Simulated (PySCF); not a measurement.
Isomers of C5H7F3S. Theory: TDDFT PBE0/def2-SVPD, vertical, gas phase, core orbitals frozen in the response (PySCF 2.14.0, density-fitted response routines). Geometries: GFN2-xTB; one conformer of each isolated species. Triplets are in the Tamm–Dancoff approximation.

A. `FC(F)(F)[C@H]1CCCS1`
B. `CCC[C@]1(F)SC1(F)F`
C. `C[C@@H]1S[C@@H]1CC(F)(F)F`

Lowest singlet levels (six at most, fewer where fewer were computed) with oscillator strengths:

1. 234 nm (f 0.001); 181 nm (f 0.057); 174 nm (f 0.008); 171 nm (f 0.024); 165 nm (f 0.052); 155 nm (f 0.038); T1 4.80 eV
2. 254 nm (f 0.000); 196 nm (f 0.022); 195 nm (f 0.040); 184 nm (f 0.026); 172 nm (f 0.004); 165 nm (f 0.047); T1 4.43 eV
3. 232 nm (f 0.000); 203 nm (f 0.016); 190 nm (f 0.014); 183 nm (f 0.013); 173 nm (f 0.005); 167 nm (f 0.012); T1 4.81 eV

Question: Match each spectrum to its molecule.

Answer: 1 = B, 2 = C, 3 = A.
- A: S1 at 5.34 eV, HOMO→LUMO (89%); Löwdin shares by element: HOMO sulfur 69%, carbon 18% or more; LUMO sulfur 56%, carbon 20% or more, hydrogen 4% or more (atoms not listed hold the other 20%); HOMO -6.79 and LUMO 0.26 eV.
- B: S1 at 5.29 eV, HOMO→LUMO (98%); Löwdin shares by element: HOMO sulfur 72%, carbon 13% or more (atoms not listed hold the other 15%); LUMO sulfur 53%, carbon 32% or more (atoms not listed hold the other 16%); HOMO -7.89 and LUMO -0.75 eV.
- C: S1 at 4.88 eV, HOMO→LUMO (98%); Löwdin shares by element: HOMO sulfur 74%, carbon 16% or more; LUMO sulfur 53%, carbon 30% or more (atoms not listed hold the other 17%); HOMO -6.85 and LUMO -0.23 eV.
A and B have S1 within 0.05 eV of each other; their strongest listed levels stand at 6.10 eV (f 0.016) and 6.85 eV (f 0.057).

Without π bonds the low states may be Rydberg-like; a valence basis with one diffuse set may place them up to an eV too high.
